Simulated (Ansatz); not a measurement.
Relaxation of AlH₁₀OPSi₃ (16 atoms, charge 0, multiplicity 1), to a largest force component of 0.015 eV/Å in at most 40 steps.

The calculation used Ansatz, RKS PBE0-D4/STO-3G.

```xyz
16
Properties=species:S:1:pos:R:3
O 2.228 -0.920 1.668
Si 0.854 -0.678 0.578
Si -1.099 -0.777 1.693
P 0.973 -2.256 -0.953
Al 0.993 1.412 -0.509
Si -0.694 2.034 -2.029
H 2.119 -0.128 2.306
H -1.141 -2.076 2.349
H -1.086 0.300 2.766
H -2.180 -0.589 0.793
H -0.438 -1.948 -1.427
H 0.453 -3.284 -0.014
H 2.145 2.444 -0.188
H -1.395 3.251 -1.546
H -0.094 2.240 -3.344
H -1.660 0.953 -2.099
```

**Question.** Where does it end, and by what steps?

**Answer.** The forces met the threshold. The force dipped under the threshold on the way, but the program's further checks kept it going. Limits of this set-up: minimal basis. After 17 steps the energy has fallen by 0.622 eV; H13 moved furthest, 0.51 Å.

```
step  energy less start (eV)  largest force component (eV/Å)  accepted
   0                  0.0000                           2.943       yes
   1                 -0.3377                           2.034       yes
   2                 -0.5455                           1.251       yes
   3                 -0.5645                           0.717       yes
   4                 -0.6086                           0.467       yes
   5                 -0.6179                           0.050       yes
   6                 -0.6190                           0.012       yes
   7                 -0.6195                           0.150       yes
   8                 -0.6190                           0.131        no
   9                 -0.6204                           0.046       yes
  10                 -0.6209                           0.007       yes
  11                 -0.6215                           0.031       yes
  12                 -0.6217                           0.039       yes
  13                 -0.6218                           0.034       yes
  14                 -0.6221                           0.023       yes
  15                 -0.6221                           0.029        no
  16                 -0.6221                           0.013       yes
  17                 -0.6222                           0.014       yes
```

```xyz
16
Properties=species:S:1:pos:R:3
O 2.251 -0.956 1.487
Si 0.812 -0.589 0.575
Si -1.013 -0.813 1.905
P 0.830 -2.196 -0.965
Al 0.827 1.490 -0.416
Si -0.571 1.983 -2.163
H 2.307 -0.194 2.161
H -1.198 -2.161 2.390
H -0.949 0.055 3.060
H -2.211 -0.449 1.182
H -0.469 -1.885 -1.408
H 0.342 -3.193 -0.104
H 1.749 2.553 0.117
H -1.402 3.137 -1.900
H 0.152 2.286 -3.379
H -1.479 0.910 -2.500
```

Run time: 79 s on 1 thread of Intel(R) Xeon(R) Platinum 8375C CPU @ 2.90GHz (Ice Lake), on a shared host, peak memory 0.19 GiB.
